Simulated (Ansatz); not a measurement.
System: GeF₂, net charge -1, doublet state. SMILES of the parent species: [F][Ge][F]
Structure (B3LYP-D3(BJ)/def2-TZVP (Ansatz, a program for electronic structure) minimum search):
```xyz
3

Ge    -0.0056     0.0011     0.4493
F      0.7049     1.1928    -0.7930
F     -0.6848    -1.1968    -0.8045
```
Charge -1, spin multiplicity 2.

Parts of the frozen-core correlation energy in cc-pVQZ (Ansatz, hartree). Frozen orbitals: 16; correlated occupied orbitals by spin: 10 and 9; virtual: 152 and 153. Open shells are spin-unrestricted. Spin-orbit coupling is left out. No relativistic terms.

```
term                             value
-------------------------  -----------
reference (HF)             -2274.47206
MP2 opposite-spin           (withheld)
MP2 same-spin                 -0.16782
CCSD correlation            (withheld)
(T)                         (withheld)
T1 diagnostic                    0.017
largest doubles amplitude        0.044
<S^2> of the reference           0.776
```

Q: What belongs in the gaps?

A: 
- MP2 opposite-spin, value: -0.49784
- CCSD correlation, value: -0.66598
- (T), value: -0.02353
